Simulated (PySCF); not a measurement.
**Aluminium: a sound run and one with changed settings**

Sound run: Al⁺ [Ne] 3s2, Al²⁺ [Ne] 3s1. Calculation: PySCF 2.14, in jorge-DZP-DKH (7s4p1d, 24 functions); the spin-free X2C one-electron Hamiltonian (Gaussian nucleus). The sound run starts from symmetry-adapted Hartree-Fock orbitals and uses a fine grid where one is needed.

Changed run: radial step 1.2 in ln r (0.13 in the sound run). This setting is unsound on purpose.

| species | method | sound run (hartree) | changed run (hartree) | converged |
| --- | --- | --- | --- | --- |
| Al⁺ | UHF | -242.10170 | -242.10170 | yes |
| Al⁺ | r2SCAN | -242.53961 | -243.87605 | yes |
| Al⁺ | B3LYP | -242.60305 | -243.23693 | yes |
| Al²⁺ | UHF | -241.45702 | -241.45702 | yes |
| Al²⁺ | r2SCAN | -241.86336 | -243.20595 | yes |
| Al²⁺ | B3LYP | -241.90629 | -242.54659 | yes |

Ionisation energy of Al⁺:

| method | sound run (eV) | changed run (eV) |
| --- | --- | --- |
| UHF | 17.543 | 17.543 |
| r2SCAN | 18.402 | 18.234 |
| B3LYP | 18.960 | 18.785 |

A coarse radial grid mis-integrates the density and the exchange-correlation energy, with errors of either sign; Hartree-Fock needs no grid.

For comparison, NIST gives 18.829 eV between the lowest levels.
